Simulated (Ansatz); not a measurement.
Saddle point of Si₂H₈O₂F₂, closed shell (Si₂H₄F₂ ([F][SiH]([F])[SiH3]) + H₂O + H₂O → SiH₂OF₂ ([OH][SiH]([F])[F]) + SiH₄ + H₂O; bonds formed: Si1–O7, Si2–H8, H6–O9; bonds broken: Si1–Si2, H6–O7, H8–O9), PBE0-D4/def2-TZVP structure:

| atom | x (Å) | y (Å) | z (Å) |
| --- | --- | --- | --- |
| Si1 | -1.1503 | -0.1321 | -0.5204 |
| Si2 | 0.2818 | -0.4699 | 1.6078 |
| F3 | -1.8845 | -1.4443 | -1.0922 |
| F4 | -2.1633 | 0.0210 | 0.7643 |
| H5 | -1.4407 | 1.1837 | -1.1302 |
| H6 | 1.1669 | 0.5956 | -1.2174 |
| O7 | 0.2349 | -0.4067 | -1.5980 |
| H8 | 0.7360 | 0.8047 | 0.2884 |
| O9 | 1.4848 | 1.3138 | -0.5128 |
| H10 | -0.2531 | 0.1901 | 2.8208 |
| H11 | -0.2992 | -1.8384 | 1.4688 |
| H12 | 1.7546 | -0.6790 | 1.7529 |
| H13 | 0.3958 | -1.3156 | -1.8616 |
| H14 | 1.1363 | 2.1771 | -0.7703 |

Energies are electronic, without zero-point energy. Barriers and step energies count from the start structure reached by relaxing down the imaginary mode; all methods use the PBE0-D4 structures, on which another method's saddle can fall below an end. Ansatz 0.2.0; basis: def2-TZVPP, with def2-QZVPP for the basis limit; cores frozen in the correlated methods. B3LYP uses VWN-RPA correlation. Extrapolation: Hartree–Fock as exp(−7.88 √X), correlation as X^−2.97.

| method | barrier (eV) | step energy (eV) |
| --- | --- | --- |
| SPW92 | ? | -0.748 |
| PBE-D4 | 1.469 | -0.840 |
| BLYP-D4 | 1.744 | -1.036 |
| r2SCAN-D4 | 1.543 | -1.038 |
| B97M-V | 1.808 | -1.060 |
| PBE0-D4 | 1.707 | -0.930 |
| B3LYP-D4 | ? | -1.091 |
| r2SCAN0-D4 | 1.740 | -1.074 |
| BHLYP-D4 | 2.192 | -1.179 |
| CAM-B3LYP-D4 | 1.917 | -1.138 |
| wB97X-V | 1.936 | -1.048 |
| wB97M-V | 1.858 | -1.084 |
| B2PLYP | 1.977 | -1.167 |
| PBE-QIDH | ? | -1.068 |
| RPA on PBE | 1.993 | -1.161 |
| HF | 2.992 | -1.452 |
| MP2 | 1.910 | -1.193 |
| CCSD | 2.184 | -1.185 |
| CCSD(T) | 2.006 | -1.141 |

(1) Fill in the withheld barriers. (An estimate is asked for; the value comes from the calculation.)

T1 diagnostic: at most 0.013.

Results:

(1) By the calculation: PBE-QIDH 1.875; B3LYP-D4 1.905; SPW92 0.879 eV. Each is the energy of the saddle less that of the start structure, by the same method.

For comparison, the barrier by CCSD(T) at an estimated basis limit (MP2 extrapolated from triple and quadruple zeta, plus CCSD(T) − MP2 in triple zeta) is 1.995 eV.

Labels in which every atom is bracketed show which atoms are joined, not bond orders.

For scale, one of the runs: CCSD(T)/def2-TZVPP, 320 basis functions, launched by `ansatz run in.yaml --threads 4 --pin off --events-out ev --progress --plain --max-ram 41984MiB --backend cuda --devices 0, --max-vram 37GiB`. The run took 11 s on 4 CPU threads of an AMD EPYC 7R13 and a share of one NVIDIA H100 (shared host), with 0.83 GiB of host memory at its peak.
